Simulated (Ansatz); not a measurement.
Molecule: CH₂S, charge 0, multiplicity 1. SMILES: C=S
Coordinates optimised at B3LYP-D3(BJ)/def2-TZVP (Ansatz, a program for electronic structure):
```
C
H 1 1.0888
H 1 1.0888 2 115.51
S 1 1.6055 2 122.25 3 -180.00
```

Quantity: size of the dipole moment, in D. Conventions: LANL2DZ with its own core potentials from Na on; no dispersion term unless named; 6-311+G** with 5d, 6d on Na to Ar in Ansatz; spin-orbit terms left out; non-relativistic; 6-31G* and kin with 6d, 5d where marked. Ab initio and DFT rows: single points at B3LYP-D3(BJ) geometries (Ansatz).

Measured values: NIST CCCBDB, as tabulated in the package chemicals; dipoles are vibrational averages. 

Value to compare with, the measured value: 1.65 D.

```
level            program  size of the dipole moment (D)  error
---------------  -------  -----------------------------  -----
B3LYP/STO-3G      Ansatz                           0.64  -1.01
B3LYP/3-21G       Ansatz                           1.91   0.26
B3LYP/LANL2DZ     Ansatz                           1.92   0.27
B3LYP/6-31G       Ansatz                           2.03   0.38
B3LYP/6-31G*      Ansatz                           1.87   0.22
B3LYP/6-31+G*     Ansatz                           1.86   0.21
B3LYP/6-31G**     Ansatz                           1.87   0.22
B3LYP/def2-SVP    Ansatz                           1.58  -0.07
B3LYP/cc-pVDZ     Ansatz                           1.65   0.00
B3LYP/6-311+G**   Ansatz                           1.77   0.12
```

Among the 10 habitual levels, B3LYP/STO-3G lies farthest from the measured value (-1.01 D) and B3LYP/cc-pVDZ nearest (0.00); 7 of 10 lie above it, and their mean absolute error is 0.28 D, the median 0.22. One case shows no general order.

The sets are all those run for this method; left out are runs that failed, that the program found above a lower state of the same kind, or whose <S^2> lies over 0.5 above the pure value.
